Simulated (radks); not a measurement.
Coherent X-ray form factor from a spherical all-electron density. Method: Dirac Kohn-Sham, PBEsol, spin-unpolarised, spherical densities, finite nucleus; Fermi nuclear charge, rms radius of each element as measured or else 0.836 A^(1/3) + 0.57 fm; computed with a radial shooting solver on a logarithmic mesh with Libxc functionals.

| sin(theta)/lambda (1/angstrom) | f0 (electrons) |
|---|---|
| 0.05 | 75.233 |
| 0.1 | 73.086 |
| 0.15 | 69.944 |
| 0.2 | 66.263 |
| 0.25 | 62.424 |
| 0.3 | 58.680 |
| 0.4 | 51.930 |
| 0.5 | 46.284 |
| 0.6 | 41.551 |
| 0.8 | 33.914 |
| 1 | 27.926 |
| 1.25 | 22.356 |
| 1.5 | 18.650 |
| 2 | 14.597 |

The species is in the configuration that NIST lists as its ground one. Which atom or ion scatters so?

Answer. The platinum ion Pt2+, [Xe] 4f14 5d8. Extrapolating in s^2 from the first two rows gives f0(0) = 75.9, near the electron count 76; among species with that count, the fall with angle is slower the higher Z, and the table is that of Z = 78; from so few rows the species is fixed only to a neighbour or two.
